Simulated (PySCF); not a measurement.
# Computed NMR parameters against published values

Bonds (- single, = double, # triple, : aromatic): C1-C2 1.500 Å, C2:C3 1.404 Å, C3:C4 1.389 Å, C4:C5 1.394 Å, C5:C6 1.392 Å, C6:N7 1.331 Å, N7:C2 1.335 Å. C1 carries H8, H9, H10; C3 carries H11; C4 carries H12; C5 carries H13; C6 carries H14.

Published estimates (parent shift plus substituent increments) and measurements: δ ¹³C C2 158.4; C6 149.1; C4 136.2; C3 123.2; C5 120.7; δ ¹H H14 8.48; H12 7.54; H11 7.14; H13 7.10 ppm (estimated from measurements, as parent shift plus tabulated substituent increment; solution, not stated per compound (mostly CDCl3 or CCl4); Pretsch, Buehlmann, Badertscher, Structure Determination of Organic Compounds, 4th ed. (2009)).

[PySCF: NMR shieldings at PBE0/pcSseg-1/GIAO; PBE0-D3(BJ)/def2-SVP structure; a single conformation; no relativistic terms; fast rotation and ring inversion assumed for equivalent nuclei; isolated molecule]

(1) How close does the calculation come?

(2) How far are the unscaled ¹³C shifts from the references?

(3) How far are the unscaled ¹H shifts from the references?

## Answers

(1) 
Reference values: estimated from measurements, as parent shift plus tabulated substituent increment (solution, not stated per compound (mostly CDCl3 or CCl4); Pretsch, Buehlmann, Badertscher, Structure Determination of Organic Compounds, 4th ed. (2009)).
```json
{"atoms": "C2", "quantity": "δ ¹³C", "reference": "158.4", "computed": "163.7", "computed, scaled": "157.6"}
{"atoms": "C6", "quantity": "δ ¹³C", "reference": "149.1", "computed": "155.0", "computed, scaled": "149.2"}
{"atoms": "C4", "quantity": "δ ¹³C", "reference": "136.2", "computed": "140.9", "computed, scaled": "135.5"}
{"atoms": "C3", "quantity": "δ ¹³C", "reference": "123.2", "computed": "127.9", "computed, scaled": "123.0"}
{"atoms": "C5", "quantity": "δ ¹³C", "reference": "120.7", "computed": "125.4", "computed, scaled": "120.5"}
{"atoms": "H14", "quantity": "δ ¹H", "reference": "8.48", "computed": "8.63", "computed, scaled": "8.40"}
{"atoms": "H12", "quantity": "δ ¹H", "reference": "7.54", "computed": "7.63", "computed, scaled": "7.45"}
{"atoms": "H11", "quantity": "δ ¹H", "reference": "7.14", "computed": "7.19", "computed, scaled": "7.03"}
{"atoms": "H13", "quantity": "δ ¹H", "reference": "7.10", "computed": "7.01", "computed, scaled": "6.86"}
```

Computed shifts are σ(ref) − σ with the named reference compound (TMS for H and C) calculated as an isolated molecule at the same level. The measured values may be among those fitted. Expected solution values come from regression of measured δ (H and C: mostly CDCl3, vs TMS) on computed σ: ¹³C (scatter 1.9 ppm rms, 2.3 ppm with the 23 outliers that the fit left out); ¹H (scatter 0.21 ppm rms, 0.22 ppm with the 3 outliers that the fit left out). A few per cent of atoms miss by over 2 rms, more outside the fitted compound classes.

(2) Mean signed difference +5.06 ppm, mean absolute 5.06 ppm over 5 comparisons; the largest is +5.9 ppm at C6 (aromatic CH next to a ring nitrogen).

(3) Mean signed difference +0.05 ppm, mean absolute 0.10 ppm over 4 comparisons; the largest is +0.15 ppm at H14 (hydrogen on an aromatic CH next to a ring nitrogen).

9 of the 18 published NMR values on file for this molecule are compared.
